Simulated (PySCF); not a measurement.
**How methods differ on the excitation energy of Fe**

Fe [Ar] 3d6 4s2 (5D) → Fe [Ar] 3d5 4s2 4p1 (7P), as a difference of total energies. Computed with PySCF 2.14 in aug-cc-pVDZ-DK (7s6p4d2f, 59 functions), with the spin-free X2C one-electron Hamiltonian (Gaussian nucleus). The calculations carry no spin-orbit coupling.

```json
{"method": "LDA", "excitation energy (eV)": "5.807", "error (eV)": "+0.865"}
{"method": "PBE", "excitation energy (eV)": "5.773", "error (eV)": "+0.831"}
{"method": "PBE0", "excitation energy (eV)": "5.269", "error (eV)": "+0.327"}
{"method": "r2SCANh", "excitation energy (eV)": "5.176", "error (eV)": "+0.234"}
{"method": "BHandHLYP", "excitation energy (eV)": "4.983", "error (eV)": "+0.041"}
{"method": "HSE06", "excitation energy (eV)": "5.298", "error (eV)": "+0.356"}
```

Reference: 4.942 eV (measured; NIST levels, between the centres of gravity of the two terms).

The determinant of the upper state mixes LS terms, which raises its energy above the lowest term, most at the Hartree-Fock and MP2 levels.
